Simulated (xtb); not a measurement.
xtb job for HMDS (C₆H₁₉NSi₂), SMILES C[Si](C)(C)N[Si](C)(C)C, GFN2-xTB. 

```
$ xtb mol.xyz --gfn 2 --sp --chrg 0 --uhf 0 --json
$ cat mol.xyz
28

C     -2.35823704    -0.95364893    -1.05169342
Si    -1.55132254     0.05845749     0.35125345
C     -2.69660295     1.50114617     0.83938769
C     -1.23305756    -1.07656005     1.84657819
N     -0.05043729     0.76957068    -0.17697540
Si     1.54178162     0.09225767    -0.38597044
C      1.40815778    -1.61566495    -1.21643394
C      2.43321413    -0.08973206     1.29233630
C      2.50697758     1.30306164    -1.49675251
H     -2.54247747    -0.33786252    -1.92680193
H     -1.71877280    -1.77415936    -1.35998723
H     -3.30944331    -1.37662362    -0.74260878
H     -2.26456502     2.09998618     1.63469367
H     -2.88602406     2.15891690    -0.00304193
H     -3.65661223     1.13608319     1.18882369
H     -2.15431173    -1.51664913     2.21567900
H     -0.77692822    -0.53015824     2.66575358
H     -0.56455685    -1.88892789     1.58155327
H     -0.11263625     1.75078336    -0.39500754
H      2.38648857    -2.05957845    -1.37272110
H      0.91868175    -1.54723567    -2.18249110
H      0.83132589    -2.30045308    -0.60372872
H      3.44764409    -0.45648524     1.16822246
H      2.49013241     0.86073692     1.81412926
H      1.90968718    -0.78537204     1.93986002
H      3.50864767     0.93685098    -1.69555037
H      2.60406668     2.27793949    -1.02935353
H      2.01357606     1.44359028    -2.45309110
```

Program output:

```
[...]
          :  -> wf. convergence          0.1000000E-03 e    :
          :  Broyden damping             0.4000000          :
          :  net charge                          0          :
          :  unpaired electrons                  0          :
          ...................................................

 iter      E             dE          RMSdq      gap      omega  full diag
   1    -29.2259440 -0.292259E+02  0.325E+00    6.45       0.0  T
   2    -29.3348713 -0.108927E+00  0.171E+00    5.57       1.0  T
   3    -29.3504871 -0.156158E-01  0.105E+00    6.17       1.0  T
   4    -29.3564845 -0.599739E-02  0.492E-01    5.81       1.0  T
   5    -29.3589554 -0.247095E-02  0.216E-01    5.91       1.0  T
   6    -29.3590177 -0.622650E-04  0.841E-02    5.92       1.0  T
   7    -29.3590206 -0.288506E-05  0.494E-02    5.96       1.0  T
   8    -29.3590478 -0.272122E-04  0.140E-02    5.94       1.3  T
   9    -29.3590486 -0.841742E-06  0.819E-03    5.94       2.3  T
  10    -29.3590494 -0.803661E-06  0.955E-04    5.94      19.8  T
  11    -29.3590494  0.120430E-08  0.104E-03    5.94      18.2  T
  12    -29.3590494  0.642600E-08  0.117E-03    5.94      16.1  T
  13    -29.3590494 -0.182794E-07  0.531E-05    5.94     356.1  T

   *** convergence criteria satisfied after 13 iterations ***

         #    Occupation            Energy/Eh            Energy/eV
      -------------------------------------------------------------
         1        2.0000           -0.7404764             -20.1494
       ...           ...                  ...                  ...
        22        2.0000           -0.4448005             -12.1036
        23        2.0000           -0.4123780             -11.2214
        24        2.0000           -0.4029773             -10.9656
        25        2.0000           -0.3859986             -10.5036
        26        2.0000           -0.3850112             -10.4767
        27        2.0000           -0.3838029             -10.4438
        28        2.0000           -0.3591056              -9.7718 (HOMO)
        29                         -0.1407722              -3.8306 (LUMO)
        30                         -0.1244075              -3.3853
        31                         -0.1162235              -3.1626
        32                         -0.1114246              -3.0320
        33                         -0.0893830              -2.4322
       ...                                ...                  ...
        65                          0.7013872              19.0857
      -------------------------------------------------------------
                  HL-Gap            0.2183334 Eh            5.9412 eV
             Fermi-level           -0.2499389 Eh           -6.8012 eV

 SCC (total)                   0 d,  0 h,  0 min,  0.017 sec
 SCC setup                      ...        0 min,  0.000 sec (  0.612%)
 Dispersion                     ...        0 min,  0.000 sec (  0.724%)
 classical contributions        ...        0 min,  0.000 sec (  0.236%)
 integral evaluation            ...        0 min,  0.003 sec ( 14.777%)
 iterations                     ...        0 min,  0.008 sec ( 46.654%)
 molecular gradient             ...        0 min,  0.006 sec ( 36.540%)
 printout                       ...        0 min,  0.000 sec (  0.409%)

         :::::::::::::::::::::::::::::::::::::::::::::::::::::
         ::                     SUMMARY                     ::
         :::::::::::::::::::::::::::::::::::::::::::::::::::::
         :: total energy             -28.927884703229 Eh    ::
         :: gradient norm              0.000135532327 Eh/a0 ::
         :: HOMO-LUMO gap              5.941153745064 eV    ::
         ::.................................................::
         :: SCC energy               -29.358753700031 Eh    ::
         :: -> isotropic ES            0.052989501272 Eh    ::
         :: -> anisotropic ES          0.013820080625 Eh    ::
         :: -> anisotropic XC          0.015654562553 Eh    ::
         :: -> dispersion             -0.021896013507 Eh    ::
         :: repulsion energy           0.430868996802 Eh    ::
         :: add. restraining           0.000000000000 Eh    ::
         :: total charge              -0.000000000000 e     ::
         :::::::::::::::::::::::::::::::::::::::::::::::::::::

           -------------------------------------------------
          |                Property Printout                |
           -------------------------------------------------

    * Orbital Energies and Occupations

         #    Occupation            Energy/Eh            Energy/eV
      -------------------------------------------------------------
         1        2.0000           -0.7404764             -20.1494
       ...           ...                  ...                  ...
        16        2.0000           -0.4533673             -12.3368
        17        2.0000           -0.4523233             -12.3083
        18        2.0000           -0.4503925             -12.2558
        19        2.0000           -0.4498745             -12.2417
        20        2.0000           -0.4481402             -12.1945
        21        2.0000           -0.4478555             -12.1868
        22        2.0000           -0.4448005             -12.1036
        23        2.0000           -0.4123780             -11.2214
        24        2.0000           -0.4029773             -10.9656
        25        2.0000           -0.3859986             -10.5036
        26        2.0000           -0.3850112             -10.4767
        27        2.0000           -0.3838029             -10.4438
        28        2.0000           -0.3591056              -9.7718 (HOMO)
        29                         -0.1407722              -3.8306 (LUMO)
        30                         -0.1244075              -3.3853
        31                         -0.1162235              -3.1626
        32                         -0.1114246              -3.0320
        33                         -0.0893830              -2.4322
        34                         -0.0869461              -2.3659
        35                         -0.0058532              -0.1593
        36                          0.0095044               0.2586
        37                          0.0223703               0.6087
        38                          0.0488233               1.3285
        39                          0.0580703               1.5802
       ...                                ...                  ...
        65                          0.7013872              19.0857
      -------------------------------------------------------------
                  HL-Gap            0.2183334 Eh            5.9412 eV
             Fermi-level           -0.2499389 Eh           -6.8012 eV

     #   Z          covCN         q      C6AA      α(0)
     1   6 C        3.648    -0.210    25.042     7.189
     2  14 Si       3.501     0.516   100.142    19.363
     3   6 C        3.649    -0.209    25.022     7.186
     4   6 C        3.649    -0.208    24.997     7.182
     5   7 N        2.499    -0.431    31.303     8.309
     6  14 Si       3.501     0.516   100.142    19.363
     7   6 C        3.649    -0.208    24.996     7.182
     8   6 C        3.648    -0.210    25.042     7.189
     9   6 C        3.649    -0.209    25.022     7.186
    10   1 H        0.925     0.031     2.570     2.507
    11   1 H        0.925     0.031     2.567     2.505
    12   1 H        0.925     0.030     2.592     2.517
    13   1 H        0.925     0.027     2.633     2.538
    14   1 H        0.925     0.023     2.683     2.561
    15   1 H        0.925     0.023     2.686     2.563
    16   1 H        0.925     0.029     2.605     2.524
    17   1 H        0.925     0.031     2.573     2.509
    18   1 H        0.925     0.023     2.694     2.567
    19   1 H        0.862     0.157     1.352     1.821
    20   1 H        0.925     0.029     2.606     2.524
    21   1 H        0.925     0.031     2.575     2.509
    22   1 H        0.925     0.023     2.694     2.567
    23   1 H        0.925     0.030     2.591     2.517
    24   1 H        0.925     0.031     2.572     2.508
    25   1 H        0.925     0.031     2.568     2.506
    26   1 H        0.925     0.023     2.685     2.562
    27   1 H        0.925     0.023     2.682     2.561
    28   1 H        0.925     0.027     2.630     2.536

 Mol. C6AA /au·bohr⁶  :       7279.699338
 Mol. C8AA /au·bohr⁸  :     209824.604868
 Mol. α(0) /au        :        137.553412


Wiberg/Mayer (AO) data.
largest (>0.10) Wiberg bond orders for each atom

 ---------------------------------------------------------------------------
     #   Z sym  total        # sym  WBO       # sym  WBO       # sym  WBO
 ---------------------------------------------------------------------------
     1   6 C    3.978 --    12 H    0.990    11 H    0.989    10 H    0.989
                             2 Si   0.879
     2  14 Si   3.731 --     5 N    1.042     1 C    0.879     4 C    0.879
                             3 C    0.870
     3   6 C    3.976 --    15 H    0.996    14 H    0.993    13 H    0.992
                             2 Si   0.870
     4   6 C    3.978 --    16 H    0.992    18 H    0.992    17 H    0.990
                             2 Si   0.879
     5   7 N    3.284 --     6 Si   1.042     2 Si   1.042    19 H    0.958
     6  14 Si   3.731 --     5 N    1.042     8 C    0.879     7 C    0.879
Note: The following floating-point exceptions are signalling: IEEE_UNDERFLOW_FLAG IEEE_DENORMAL
normal termination of xtb
                             9 C    0.870
     7   6 C    3.978 --    20 H    0.992    22 H    0.992    21 H    0.990
                             6 Si   0.879
     8   6 C    3.978 --    23 H    0.990    25 H    0.989    24 H    0.989
                             6 Si   0.879
     9   6 C    3.976 --    26 H    0.996    27 H    0.993    28 H    0.992
                             6 Si   0.870
    10   1 H    0.999 --     1 C    0.989
    11   1 H    0.999 --     1 C    0.989
    12   1 H    0.999 --     1 C    0.990
    13   1 H    0.999 --     3 C    0.992
    14   1 H    0.999 --     3 C    0.993
    15   1 H    0.999 --     3 C    0.996
    16   1 H    0.999 --     4 C    0.992
    17   1 H    0.999 --     4 C    0.990
    18   1 H    0.999 --     4 C    0.992
    19   1 H    0.975 --     5 N    0.958
    20   1 H    0.999 --     7 C    0.992
    21   1 H    0.999 --     7 C    0.990
    22   1 H    0.999 --     7 C    0.992
    23   1 H    0.999 --     8 C    0.990
    24   1 H    0.999 --     8 C    0.989
    25   1 H    0.999 --     8 C    0.989
    26   1 H    0.999 --     9 C    0.996
    27   1 H    0.999 --     9 C    0.993
    28   1 H    0.999 --     9 C    0.992
 ---------------------------------------------------------------------------

Topologies differ in total number of bonds
Writing topology from bond orders to xtbtopo.mol

molecular dipole:
                 x           y           z       tot (Debye)
 q only:       -0.008       0.154      -0.034
   full:       -0.004       0.093      -0.018       0.241
molecular quadrupole (traceless):
                xx          xy          yy          xz          yz          zz
 q only:       -0.473       0.022       0.750       0.401      -0.210      -0.277
  q+dip:       -0.365      -0.020       1.097       0.310      -0.406      -0.732
   full:        0.038      -0.136       1.296      -0.232      -0.628      -1.334


           -------------------------------------------------
          | TOTAL ENERGY              -28.927884703229 Eh   |
          | GRADIENT NORM               0.000135532327 Eh/α |
          | HOMO-LUMO GAP               5.941153745064 eV   |
           -------------------------------------------------

------------------------------------------------------------------------
------------------------------------------------------------------------
 total:
 SCF:
```

The calculation finished and met its thresholds.
